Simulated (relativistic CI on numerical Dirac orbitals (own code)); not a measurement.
# Charge states of platinum

Computed by Dirac-Coulomb-Breit CI, KLI orbitals optimised for each configuration, QED by a radiative potential, valence Slater integrals scaled by 0.9 (own radial code, finite nucleus).

Each species is treated in one configuration, given outside its closed core. Radial values are for the open shell of highest l, unscaled and averaged over j; ζ includes the Breit term. Labels give the leading LS character, summed over repeated terms.

```tsv
Ion	Configuration	Its lowest level	LS weight (%)	⟨r⟩ (bohr)	⟨r²⟩ (bohr²)	g_J	g√(J(J+1))	ζ (cm⁻¹)
Pt⁷²⁺	2s²2p²	?	?	?	?	?	?	?
Pt⁷³⁺	2s²2p	²P°1/2	100	0.06158	0.004634	0.609	0.53	1.005e+07
Pt⁷⁴⁺	2s²	¹S0	100				0.00	
Pt⁷⁵⁺	2s	²S1/2	100	0.06847	0.005586	1.944	1.68	
Pt⁷⁶⁺	1s²	¹S0	100				0.00
```

Task: Fill in the row of Pt⁷²⁺.

Result: Its lowest level ³P0; LS weight (%) 68; ⟨r⟩ (bohr) 0.06193; ⟨r²⟩ (bohr²) 0.004689; g√(J(J+1)) 0.00; ζ (cm⁻¹) 9.921e+06.
